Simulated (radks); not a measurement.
Values are calculated unless marked as measured or tabulated.
Valence configurations of the strontium ion Sr+ (all share [Kr]). Code: a radial shooting solver on a logarithmic mesh with Libxc functionals. Model: Dirac Kohn-Sham, PBEsol, spin-unpolarised, spherical densities, point nucleus; open shells fill j = l - 1/2 first. Order these by energy: 4d0.5 5s0.5; 5s0.5 5p0.5; 4d0.5 5p0.5; 5p1; 5s1; 4d1.

Answer. From the lowest, in eV above it: 5s1 0.000; 4d0.5 5s0.5 0.806; 5s0.5 5p0.5 1.429; 4d1 1.702; 4d0.5 5p0.5 2.178; 5p1 2.851. NIST lists [Kr] 5s1 as the ground configuration; this level of theory agrees among the configurations tried. The energies are those of spherical spin-averaged densities, not of single terms.
